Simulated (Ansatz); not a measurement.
`N[SiH]([SiH3])[SnH3]` + CH₃NH₂ → `C[NH][SnH3]` + `N[SiH2][SiH3]`  (cleavage of the Sn–Si bond)

Calculated with Ansatz (gas phase, PBE0-D4/def2-TZVP geometries, no zero-point term in ΔE). CCSD(T)/CBS adds triple-zeta CCSD(T) − MP2 to the extrapolated MP2 energy (def2 sets, frozen cores). This one scheme is used for every species. Functionals use def2-TZVPP. B3LYP here is the variant with VWN-RPA as its local correlation; programs differ in this. HSE06 is defined as in plane-wave codes. Elements past krypton have def2 core potentials. For Sn outer-core shells are correlated without core-valence functions, which leaves a few kJ/mol of doubt a bond. One conformer a species, not always the lowest.

```
             level  ΔE (kcal/mol)  difference from CCSD(T)/CBS
            PBE-D4           12.7                          3.1
          B3LYP-D4           10.2                          0.6
          HSE06-D4           12.7                          3.1
           ωB97M-V            9.7                          0.1
              BLYP            9.3                         -0.3
             HSE06           12.2                          2.6
SCS-MP2/def2-TZVPP            7.4                         -2.2
CCSD(T)/def2-TZVPP            9.0                         -0.6
     HF/def2-QZVPP            6.6                         -3.0
SCS-MP2/def2-QZVPP            7.7                         -1.9
       CCSD(T)/CBS            9.6                            0
```

Largest T1 diagnostic among the species: 0.013.

At CCSD(T), def2-SVP lies −0.7 kcal/mol from the extrapolated value and def2-TZVPP −0.6 kcal/mol. Leaving LDA and LC-ωPBE aside and taking each functional with its dispersion term where it has one, the values, not all of them listed here, spread over 3.9 kcal/mol, from B2PLYP to HSE06-D4.
